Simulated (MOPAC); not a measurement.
MOPAC input (PM3):

```
PM3 PRECISE GNORM=0.05 LET XYZ CHARGE=1 GEO-OK AUX(PRECISION=9) THREADS=1
H3BN

B     0.75463700 1    0.20855000 1    0.04226600 1
N    -0.50761300 1   -0.14028300 1   -0.02843000 1
H     1.87925600 1    0.51934700 1    0.10525400 1
H    -1.28046000 1    0.52232700 1    0.05508600 1
H    -0.81868700 1   -1.10244200 1   -0.17265600 1
```

From the output:

```
                                                       MOPAC v23.2.5 Linux

          FINAL HEAT OF FORMATION =        212.90397 KCAL/MOL =     890.79019 KJ/MOL

          COSMO AREA              =         68.14 SQUARE ANGSTROMS
          COSMO VOLUME            =         49.93 CUBIC ANGSTROMS

          GRADIENT NORM           =          0.03538          =       0.01582 PER ATOM
          IONIZATION POTENTIAL    =         19.482426 EV
          HOMO LUMO ENERGIES (EV) =        -19.482 -7.172
          NO. OF FILLED LEVELS    =          5
          MOLECULAR WEIGHT        =         27.8404         POINT GROUP:  C2v

          MOLECULAR DIMENSIONS (Angstroms)

            Atom       Atom       Distance
            H     4    H     3     3.10992
            H     5    H     4     1.62423
            H     5    B     1     0.00000

          SCF CALCULATIONS        =         11

   ATOM   CHEMICAL          X               Y               Z
  NUMBER   SYMBOL      (ANGSTROMS)     (ANGSTROMS)     (ANGSTROMS)

     1       B          0.75594416  *   0.20891184  *   0.04233939  *
     2       N         -0.51404296  *  -0.14206221  *  -0.02879079  *
     3       H          1.85388252  *   0.51233446  *   0.10383279  *
     4       H         -1.25564441  *   0.52051576  *   0.05522176  *
     5       H         -0.79844002  *  -1.08817056  *  -0.17026591  *

                             CARTESIAN COORDINATES

   1    B        0.755944160     0.208911835     0.042339391
   2    N       -0.514042963    -0.142062212    -0.028790793
   3    H        1.853882524     0.512334461     0.103832789
   4    H       -1.255644406     0.520515757     0.055221759
   5    H       -0.798440017    -1.088170561    -0.170265914

           Empirical Formula: H3 N B  =     5 atoms

      MOLECULAR POINT GROUP   :   C2v

                  EIGENVALUES
 -38.75223 -27.57257 -24.40124 -22.95952 -19.48243  -7.17152  -5.73989  -5.38833
  -3.22299  -2.29798  -2.06548

              NET ATOMIC CHARGES AND DIPOLE CONTRIBUTIONS

  ATOM NO.   TYPE          CHARGE      No. of ELECS.   s-Pop       p-Pop
    1          B          -0.097186        3.0972     1.27380     1.82339
    2          N           0.533244        4.4668     1.15370     3.31306
    3          H           0.308423        0.6916     0.69158
    4          H           0.127761        0.8722     0.87224
    5          H           0.127758        0.8722     0.87224
 DIPOLE           X         Y         Z       TOTAL
 POINT-CHG.    -0.316    -0.087    -0.018     0.329
 HYBRID        -0.762    -0.210    -0.043     0.791
 SUM           -1.078    -0.298    -0.060     1.120

          ATOMIC ORBITAL ELECTRON POPULATIONS

     Atom    s        px        py        pz
    1  B   1.27380   0.90966   0.21579   0.69794
    2  N   1.15370   1.00919   1.01691   1.28695
    3  H   0.69158
    4  H   0.87224
    5  H   0.87224

 **********************
 *                    *
 * JOB ENDED NORMALLY *
 *                    *
 **********************

 == MOPAC DONE ==
```

The dipole moment of an ion depends on the origin.

The geometry given is a B3LYP-D3(BJ)/def2-TZVP minimum.
